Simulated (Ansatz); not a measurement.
Total energies of CH4CdS2 (`C[S][Cd][SH]`).

```xyz
8

C    -1.107    0.406   -1.374
S    -0.711    1.424    0.084
Cd    0.575   -0.015    1.395
S     1.846   -1.441    2.746
H    -1.691   -0.474   -1.111
H    -1.711    1.037   -2.028
H    -0.212    0.107   -1.918
H     3.011   -1.044    2.205
```

The species carries charge 0 and has multiplicity 1. Correlated methods include outer-core shells of Cd, which these sets cover unevenly. Cd takes the def2 core potential. Geometry: relaxed with PBE0-D4/def2-TZVP. It is one conformer, not always the lowest. Basis def2-TZVPP, the Gaussian-basis code of Ansatz.

RPA on PBE orbitals: Hartree–Fock energy of these orbitals -1002.16047 Eh, correlation -1.84400 Eh (frozen core).

| functional | kind | energy without D4 (Eh) | D4 term (kJ/mol) |
| --- | --- | --- | --- |
| PBE | GGA | -1004.36455 | -18.2 |
| revPBE | GGA | -1004.65495 | -49.2 |
| BLYP | GGA | -1004.68888 | -39.2 |
| r2SCAN | meta-GGA | -1004.73931 | -4.3 |
| PBE0 | global hybrid, 25 % exact exchange | -1004.42698 | -15.5 |
| B3LYP | global hybrid, 20 % | -1004.85542 | -29.8 |
| r2SCANh | meta-GGA hybrid, 10 % | -1004.71884 | -4.7 |
| r2SCAN0 | meta-GGA hybrid, 25 % | -1004.68958 | -5.2 |
| HSE06 (plane-wave form) | screened hybrid | -1004.40881 | -14.7 |
| BHLYP | global hybrid, 50 % | -1004.63624 | -26.0 |
| ωB97X-V | range-separated hybrid GGA with VV10 | -1004.59789 | – |
| ωB97M-V | range-separated hybrid meta-GGA with VV10 | -1004.62628 | – |
| B2PLYP | double hybrid | -1004.38399 | – |
| PBE-QIDH | double hybrid | -1004.20443 | – |

(1) Give the same for LDA (SPW92), B97M-V, CAM-B3LYP, LC-ωPBE. (Estimate.)

B3LYP takes the VWN-RPA correlation (the form of Gaussian; ORCA's B3LYP/G). HSE06 is the plane-wave form, built on full-range PBE exchange. The double hybrids freeze the cores in their second-order part.

Results:

(1) Computed: 
| functional | kind | energy without D4 (Eh) | D4 term (kJ/mol) |
| --- | --- | --- | --- |
| LDA (SPW92) | LDA | -1001.34160 | – |
| B97M-V | meta-GGA with VV10 | -1004.55239 | – |
| CAM-B3LYP | range-separated hybrid | -1004.72286 | -16.1 |
| LC-ωPBE | long-range corrected hybrid | -1004.52650 | – |

LC-ωPBE has ω = 0.4 bohr⁻¹.
